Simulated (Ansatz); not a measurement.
Ga₆P₆H₁₈, a cluster cut from wurtzite GaP (hydrogen-capped), 30 atoms. Hardware: 2 threads of AMD EPYC 7R13 on a shared host and a share (18 GiB) of an NVIDIA H100 80GB HBM3.

Single mean-field runs in def2-TZVP are fitted with def2-universal-jkfit.

Q: How many basis functions does each of these Ansatz runs have, and roughly what does it cost? PBE-D4/def2-TZVP, charge -1 doublet at the geometry of the charge 0 singlet, energy, from earlier orbitals; PBE-D4/def2-TZVP, charge 0 singlet, energy and forces, from earlier orbitals; PBE-D4/def2-SVP, charge 0 singlet, relaxation, 8 steps; PBE0-D4/def2-TZVP, charge 1 doublet at the geometry of the charge 0 singlet, energy; PBE-D4/def2-SVP, charge 0 singlet, energy, from earlier orbitals; PBE-D4/def2-TZVP, charge 1 doublet at the geometry of the charge 0 singlet, energy, from earlier orbitals; PBE0-D4/def2-TZVP, charge -1 doublet at the geometry of the charge 0 singlet, energy; r2SCAN-D4/def2-TZVP, charge 0 singlet, energy and forces, from earlier orbitals; PBE-D4/def2-TZVP, charge 0 triplet at the geometry of the charge 0 singlet, energy, from earlier orbitals; PBE0-D4/def2-SVP, charge 0 singlet, energy, from earlier orbitals; PBE0-D4/def2-TZVP, charge 0 triplet at the geometry of the charge 0 singlet, energy; PBE0-D4/def2-TZVP, charge 0 singlet, energy, from earlier orbitals.

A: Other jobs shared the machine, so times can vary by a factor of up to 3. A dash marks memory too small to be measured apart from the calling script's.

```csv
run,functions,fitting or Cholesky vectors,wall time,peak host memory (GiB)
"PBE-D4/def2-SVP, charge 0 singlet, energy, from earlier orbitals",390,4416,6 s,1.1
"PBE-D4/def2-TZVP, charge -1 doublet at the geometry of the charge 0 singlet, energy, from earlier orbitals",618,2688,6 s,1.2
"PBE0-D4/def2-SVP, charge 0 singlet, energy, from earlier orbitals",390,3825,6.5 s,–
"PBE0-D4/def2-TZVP, charge 0 singlet, energy, from earlier orbitals",618,2688,7 s,–
"PBE0-D4/def2-TZVP, charge -1 doublet at the geometry of the charge 0 singlet, energy",618,2688,8.5 s,1.3
"PBE-D4/def2-TZVP, charge 0 singlet, energy and forces, from earlier orbitals",618,2688,8.5 s,–
"PBE-D4/def2-TZVP, charge 1 doublet at the geometry of the charge 0 singlet, energy, from earlier orbitals",618,2688,9 s,1.2
"r2SCAN-D4/def2-TZVP, charge 0 singlet, energy and forces, from earlier orbitals",618,2688,9 s,1.1
"PBE0-D4/def2-TZVP, charge 1 doublet at the geometry of the charge 0 singlet, energy",618,2688,21 s,1.3
"PBE0-D4/def2-TZVP, charge 0 triplet at the geometry of the charge 0 singlet, energy",618,2688,34 s,1.3
"PBE-D4/def2-TZVP, charge 0 triplet at the geometry of the charge 0 singlet, energy, from earlier orbitals",618,2688,35 s,1.2
"PBE-D4/def2-SVP, charge 0 singlet, relaxation, 8 steps",390,4416,38 s,1.1
```
